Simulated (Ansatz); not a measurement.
Be₈O₈, a nanocrystal cut from wurtzite BeO (bare), 16 atoms. Hardware: 2 threads of AMD EPYC 7R13 on a shared host and a share (18 GiB) of an NVIDIA H100 80GB HBM3.

Correlated methods freeze 8 core orbitals.

Problem. How many basis functions does each of these Ansatz runs have, and roughly what does it cost? PBE0-D4/def2-TZVP, charge 0 triplet at the geometry of the charge 0 singlet, energy; BHLYP-D4/def2-TZVP, charge 0 singlet, energy, from earlier orbitals; PBE-D4/def2-TZVP, charge -1 doublet at the geometry of the charge 0 singlet, energy, from earlier orbitals; RPA@PBE/def2-TZVP, charge 0 singlet, energy, from earlier orbitals; revPBE-D4/def2-TZVP, charge 0 singlet, energy, from earlier orbitals; revPBE-D4/def2-TZVP, charge 1 doublet at the geometry of the charge 0 singlet, energy, from earlier orbitals; PBE0-D4/def2-TZVP, charge 1 doublet at the geometry of the charge 0 singlet, energy; PBE0-D4/def2-TZVP, charge -1 doublet at the geometry of the charge 0 singlet, energy; PBE0-D4/def2-TZVP, charge 0 singlet, energy, from earlier orbitals; revPBE-D4/def2-TZVP, charge -1 doublet at the geometry of the charge 0 singlet, energy, from earlier orbitals; MP2/def2-TZVP, charge 0 singlet, energy, from earlier orbitals; CCSD(T)/def2-TZVPP, charge 0 singlet, energy, from earlier orbitals.

Solution. Other jobs shared the machine, so times can vary by a factor of up to 3.

```
                                                                                                          run  functions  fitting or Cholesky vectors  wall time  peak host memory (GiB)
   PBE-D4/def2-TZVP, charge -1 doublet at the geometry of the charge 0 singlet, energy, from earlier orbitals        400                         2336      5.5 s                    0.98
                                               MP2/def2-TZVP, charge 0 singlet, energy, from earlier orbitals        400                         2856      5.5 s                    0.89
revPBE-D4/def2-TZVP, charge -1 doublet at the geometry of the charge 0 singlet, energy, from earlier orbitals        400                         2336      7.5 s                    0.97
                                           PBE0-D4/def2-TZVP, charge 0 singlet, energy, from earlier orbitals        400                         2336        9 s                    0.89
                                         revPBE-D4/def2-TZVP, charge 0 singlet, energy, from earlier orbitals        400                         2336      9.5 s                     0.9
 revPBE-D4/def2-TZVP, charge 1 doublet at the geometry of the charge 0 singlet, energy, from earlier orbitals        400                         2336      9.5 s                     1.1
                                           RPA@PBE/def2-TZVP, charge 0 singlet, energy, from earlier orbitals        400                         2856       11 s                       2
                                          BHLYP-D4/def2-TZVP, charge 0 singlet, energy, from earlier orbitals        400                         2544       11 s                     0.9
                         PBE0-D4/def2-TZVP, charge -1 doublet at the geometry of the charge 0 singlet, energy        400                         2336       14 s                       1
                          PBE0-D4/def2-TZVP, charge 1 doublet at the geometry of the charge 0 singlet, energy        400                         2336       16 s                       1
                          PBE0-D4/def2-TZVP, charge 0 triplet at the geometry of the charge 0 singlet, energy        400                         2336       17 s                     1.1
                                          CCSD(T)/def2-TZVPP, charge 0 singlet, energy, from earlier orbitals        400                         2856    2.2 min                     1.9
```
